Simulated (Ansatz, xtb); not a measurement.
# Ranking isomers of C2H5BO

3 gas-phase structures of C2H5BO, from a drawn sample of its isomers (lower ones may exist). Each was relaxed with GFN2-xTB:

A. `BC(=C)O`, a singlet
B. `B/C=C/O`, a singlet
C. `B/C=C\O`, a singlet

Question: Estimate their order in r2SCAN-D4/def2-SVP//GFN2-xTB energy at these geometries, lowest first.

Answer: Calculated order at r2SCAN-D4/def2-SVP//GFN2-xTB: B (0.000), C (0.134), A (0.309) eV.

Energies above the lowest of each column, in eV; the last columns are at r2SCAN-D4/def2-SVP geometries:

```json
{"structure": "B", "GFN2-xTB": "0.000", "HF/STO-3G": "0.000", "r2SCAN-D4/def2-SVP//GFN2-xTB": "0.000", "r2SCAN-D4/def2-SVP": "0.000", "CCSD(T)/def2-TZVP": "0.000"}
{"structure": "C", "GFN2-xTB": "0.110", "HF/STO-3G": "0.086", "r2SCAN-D4/def2-SVP//GFN2-xTB": "0.134", "r2SCAN-D4/def2-SVP": "0.148", "CCSD(T)/def2-TZVP": "0.161"}
{"structure": "A", "GFN2-xTB": "0.131", "HF/STO-3G": "0.227", "r2SCAN-D4/def2-SVP//GFN2-xTB": "0.309", "r2SCAN-D4/def2-SVP": "0.315", "CCSD(T)/def2-TZVP": "0.221"}
```

Every level run on B puts it lowest or level with the lowest. Flexible structures stand in one conformer each, not always the lowest.

Programs: Ansatz 0.2.0, xtb 6.7.1.
